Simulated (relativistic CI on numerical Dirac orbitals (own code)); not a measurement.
Crystal-field levels of Er4+, 4f10

Calculated by Dirac-Coulomb-Breit CI, orbitals from a KLI potential per configuration, model QED (radiative potential, 1s self-energy scaled to tabulated hydrogen-like ionisation energies), valence Slater integrals scaled by 0.75, one configuration in a parametric crystal field (own radial code).

Field parameters in Wybourne normalisation. The field is a parameter set, without covalency.

S is read from ⟨S²⟩ = S(S + 1).

Levels (cm⁻¹, degeneracy): 0 (1), 8 (1), 51 (2), 106 (1), 187 (1), 193 (2), 199 (1), 232 (1), 286 (2), 350 (1), 500 (1), 528 (2).

**Question.** Which field gives this pattern?
A. D4h, B20 = 2010, B40 = -1100, B44 = -740, B60 = 710, B64 = -160 cm⁻¹
B. D4h, B20 = -600, B40 = -1370, B44 = 1340, B60 = -770, B64 = -400 cm⁻¹
C. D4h, B20 = -1160, B40 = 2290, B44 = 460, B60 = 700, B64 = -610 cm⁻¹
D. D4h, B20 = 1700, B40 = 440, B44 = 1170, B60 = -190, B64 = -810 cm⁻¹

**Answer.** D. D4h, B20 = 1700, B40 = 440, B44 = 1170, B60 = -190, B64 = -810 cm⁻¹, ground level with S = 1.92.
